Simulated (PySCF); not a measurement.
Telling isomers of C$_{6}$H$_{5}$NO apart by NMR

Isolated molecule, rapidly exchanging positions averaged, one computed conformer, relativity neglected. PBE0-D3(BJ)/def2-SVP structure; σ from GIAO-PBE0/pcSseg-1; couplings computed with B3LYP/pcJ-1 (spin–dipole term left out of most H,H and C,H couplings); PySCF 2.14.0 with density-fitted response routines.

References, each an isolated molecule treated in the same way: ¹H (31.27 ppm) and ¹³C (184.41 ppm) against TMS. Multiplet labels drop J under 1 Hz and among equivalent protons, and merge close values. Unscaled 3J(H,H) run several per cent high. Shifts are as computed. Against solution values, carbons near 30 ppm lie about +2 ppm off and those near 130 ppm about +5 ppm. Of 1211 compounds with measured shifts, 218 miss one by over three times the rms of a fit or turn the order of signals round; such compounds aren't used in these exercises.

(1) Tabulate the signals of `O=Cc1cccnc1`, `O=Cc1ccncc1` and their relative energies.

(2) What is the quickest way to tell O=Cc1cccnc1 from O=Cc1ccncc1?

Answers

(1) 
```tsv
SMILES	carbon types	δC	δH	E rel. (kcal/mol)
O=Cc1cccnc1	1×C 5×CH	193.4, 160.9, 160.6, 140.2, 134.0, 128.8	10.02 (s, 1H), 8.98 (d, 1H), 8.96 (dd, 1H), 8.47 (dt, 1H), 7.46 (dd, 1H)	0.0
O=Cc1ccncc1	1×C 5×CH	195.4, 157.4, 144.2, 127.2	9.99 (s, 1H), 9.13 (dd, 2H), 7.66 (dd, 2H)	1.3
```

Energies are electronic energies at PBE0/pcSseg-1 on these geometries, without zero-point or thermal terms, each for the one conformer computed, which needn't be the lowest.

(2) Count the carbon signals: 6 against 4. The first has an aromatic CH at 140.2 ppm, the second a substituted aromatic carbon (C) at 144.2 ppm. Their most deshielded carbons lie at 193.4 and 195.4 ppm.
